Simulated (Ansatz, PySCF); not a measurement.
C₃HClF₂, SMILES FC(F)=C=CCl.

Coordinates come from a B3LYP-D3(BJ)/def2-SVP optimisation.

Vertical ionisation energy (IE) and electron affinity (EA) in eV. Rows of orbital energies are one-electron estimates. Where ΔSCF, EOM or ADC give a negative EA the extra electron is unbound and the value depends on the basis.

```
level                                                                             IE          EA
------------------------------------------------------------------------  ----------  ----------
−ε(HOMO), −ε(LUMO), PBE0/def2-TZVP (PySCF)                                      8.00        1.30
−ε(HOMO), −ε(LUMO), PBE/def2-TZVP (PySCF)                                       6.69        2.25
ΔSCF, CAM-B3LYP/def2-SVPD (Ansatz), final states of multiplicity 2 and 2       10.39       -0.56
ΔSCF, PBE/def2-SVPD (Ansatz), final states of multiplicity 2 and 2        (withheld)  (withheld)
```

### Question
Fill in the missing entries. (An estimate is asked for; the answer gives what the named calculation found.)

### Answer

- ΔSCF, PBE/def2-SVPD (Ansatz, an electronic-structure program), final states of multiplicity 2 and 2, IE: 10.06
- ΔSCF, PBE/def2-SVPD (Ansatz), final states of multiplicity 2 and 2, EA: -0.67

### Question
What vertical singlet–triplet gap does ΔSCF give with CAM-B3LYP/def2-SVPD (Ansatz) and with PBE/def2-SVPD (Ansatz)? (Estimate from the structure and the level; the computed values follow.)

### Answer
4.03 and 4.02 eV (triplet above singlet where positive).
